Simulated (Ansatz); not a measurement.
# Br⁻ ··· SiH4

The pair of Br⁻ (SMILES [Br-], atom 1) and SiH4 (SMILES [SiH4], atoms 2–6), both closed shells, in one local arrangement (a lower one may exist), relaxed at PBE0-D4/def2-TZVPD:

```tsv
atom	x (Å)	y (Å)	z (Å)
Br1	0.0786	-0.1735	-2.7062
Si2	-0.0129	0.0283	0.4419
H3	-0.0569	0.1257	1.9602
H4	-0.6772	-1.2654	0.1633
H5	1.4364	0.0615	0.1397
H6	-0.7680	1.2234	0.0011
```

Program: Ansatz 0.2.0. Basis: def2-TZVPPD, with def2-QZVPPD for the basis limit. Cores are frozen in the correlated methods. Filled d shells of the heavier atoms are correlated. The def2 sets are not built for correlating such inner shells, so the correlated values are less sure here. B3LYP uses VWN-RPA correlation. Extrapolation: Hartree–Fock as exp(−7.88 √X), correlation as X^−2.97. Interaction energies count from these two fragments, frozen as in the pair, with the counterpoise correction; negative means bound.

(1) What is the interaction energy by CCSD(T) at an estimated basis limit (MP2 extrapolated from triple and quadruple zeta, plus CCSD(T) − MP2 in triple zeta)? (An estimate is asked for; the value comes from the calculation.)

No T1 diagnostic of these runs exceeds 0.012.

Results:

(1) By the calculation: -38.4 kJ/mol. Hartree–Fock alone gives -17.4 kJ/mol at the basis limit. It counts from the two fragments frozen as in the pair.

The same quantity by other methods in triple zeta, and each one's difference from that estimate:
| method | E_int (kJ/mol) | difference |
| --- | --- | --- |
| PBE-D4 | -41.4 | -2.9 |
| revPBE-D4 | -39.5 | -1.1 |
| BLYP-D4 | -34.4 | 4.0 |
| r2SCAN-D4 | -38.8 | -0.3 |
| B97M-V | -38.3 | 0.1 |
| PBE0-D4 | -40.6 | -2.1 |
| B3LYP-D4 | -35.4 | 3.0 |
| HSE06-D4 | -40.6 | -2.2 |
| wB97X-V | -36.8 | 1.6 |
| wB97M-V | -39.1 | -0.6 |
| B2PLYP | -29.2 | 9.2 |
| HF | -16.8 | 21.6 |
| MP2 | -34.3 | 4.1 |
| CCSD | -30.3 | 8.2 |
| CCSD(T) | -32.5 | 5.9 |
Differences are method less estimate.

Energy to bend the free fragments (PBE0-D4 minima) into their shapes in the pair, CCSD(T)/def2-TZVPPD: SiH4 11.1 kJ/mol. This must be added to the interaction energy to get the binding energy from relaxed fragments.

Basis-set superposition shift (counterpoise-corrected less uncorrected): CCSD(T) 5.2; MP2 5.0; HF 0.4; PBE0-D4 0.4; wB97M-V 0.4 kJ/mol.

For scale, one of the runs: CCSD(T)/def2-TZVPPD, 173 basis functions (an equivalent command: `ansatz run in.yaml --threads 2`). Hardware: 2 CPU threads, shared host. Wall time 36 s; peak host memory 1.4 GiB.
